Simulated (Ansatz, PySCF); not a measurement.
Reaction R1 → P1, each structure at its B3LYP-D3(BJ)/def2-TZVP stationary point, reached from a drawn start; harmonic modes at that level show minima.
R1, C3H8O2 (SMILES COCOC) (charge 0, multiplicity 1):
```xyz
13

C      2.0302     0.6242     0.9578
O      0.7008     0.2023     1.1747
C      0.0058     0.0020    -0.0152
O     -1.2758    -0.4070     0.3445
C     -2.0988    -0.6486    -0.7765
H      2.6024    -0.1211     0.3906
H      2.0673     1.5788     0.4173
H      2.4872     0.7527     1.9366
H     -0.0360     0.9390    -0.6035
H      0.5029    -0.7729    -0.6301
H     -3.0697    -0.9602    -0.3975
H     -1.6906    -1.4446    -1.4125
H     -2.2258     0.2553    -1.3860
```
P1, C3H8O2 (SMILES COCOC) (charge 0, multiplicity 1, Z-matrix in Å and degrees):
```
C
H 1 1.0954
H 1 1.0954 2 110.67
O 1 1.4009 2 110.89 3 -116.49
O 1 1.4009 2 105.31 3 119.89
C 5 1.4197 1 113.59 2 -171.23
H 6 1.0882 5 106.91 1 177.35
H 6 1.0928 7 109.52 5 -121.02
H 6 1.0967 7 109.22 8 -119.00
C 4 1.4197 1 113.59 2 -51.49
H 10 1.0882 4 106.92 1 177.32
H 10 1.0928 11 109.52 4 -121.02
H 10 1.0966 11 109.22 12 -119.00
```

P less R. No zero-point or thermal terms. One arrangement of each flexible species, with no search for the lowest.

Frozen-core correlation throughout.

Codes used: Ansatz (Gaussian basis) for Hartree–Fock, density functionals and correlated methods; PySCF for the D3/D4 terms. No computed number here is a measurement.

| level | reaction energy (kcal/mol) |
|---|---|
| PBE/def2-TZVPP | -5.28 |
| revPBE/def2-TZVPP | -4.97 |
| revPBE-D3(BJ)/def2-TZVPP | -5.61 |
| revPBE-D4/def2-TZVPP | -5.85 |
| B97M-V/def2-TZVPP | -5.01 |
| B3LYP-D3(BJ)/def2-TZVPP | -5.65 |
| CAM-B3LYP-D4/def2-TZVPP | -5.69 |
| B2PLYP/def2-TZVPP | ___ |
| CCSD/cc-pVDZ | ___ |

Task: Some entries are withheld; supply them.

Result: 
- B2PLYP/def2-TZVPP, reaction energy (kcal/mol): -5.50
- CCSD/cc-pVDZ, reaction energy (kcal/mol): -6.58

Ansatz is a program for electronic structure.
